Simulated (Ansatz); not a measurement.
Reaction (ligand exchange at a Zr–O bond): `[OH][Zr]([F])([F])[F]` + `CNC` → `C[N](C)[Zr]([F])([F])[F]` + H₂O

Calculated with Ansatz (gas phase, PBE0-D4/def2-TZVP geometries, no zero-point term in ΔE). CCSD(T)/CBS is the MP2 limit (def2-TZVPP, def2-QZVPP) plus CCSD(T) − MP2 in def2-TZVPP, frozen cores. This one scheme is used for every species. DFT in def2-TZVPP. Elements past krypton have def2 core potentials. For Zr outer-core shells are correlated without core-valence functions, which leaves a few kJ/mol of doubt a bond. One conformer a species, not always the lowest.

```json
{"level": "r2SCANh-D4", "ΔE (kJ/mol)": "63.7"}
{"level": "RPA@PBE/def2-TZVPP", "ΔE (kJ/mol)": "53.4"}
{"level": "CCSD(T)/def2-SVP", "ΔE (kJ/mol)": "67.7"}
{"level": "HF/def2-QZVPP", "ΔE (kJ/mol)": "86.8"}
```

Question: What does CCSD(T)/CBS give? (An estimate is asked.)

Answer: Computed: +58.0 kJ/mol. The listed levels differ from it by 5.7, -4.6, 9.7, 28.8 kJ/mol.

Largest T1 diagnostic among the species: 0.017.

The D4 term adds −10.0 kJ/mol with B3LYP and −5.8 kJ/mol with PBE0; it sums over pairs of atoms, weighted by their polarisabilities, and B3LYP, whose exchange is more repulsive, gets the larger term. From BLYP to BHLYP (50 % exact exchange), in def2-TZVPP and without D4, ΔE moves by +5.4 kJ/mol.

B3LYP here is the variant with VWN-RPA as its local correlation; programs differ in this.
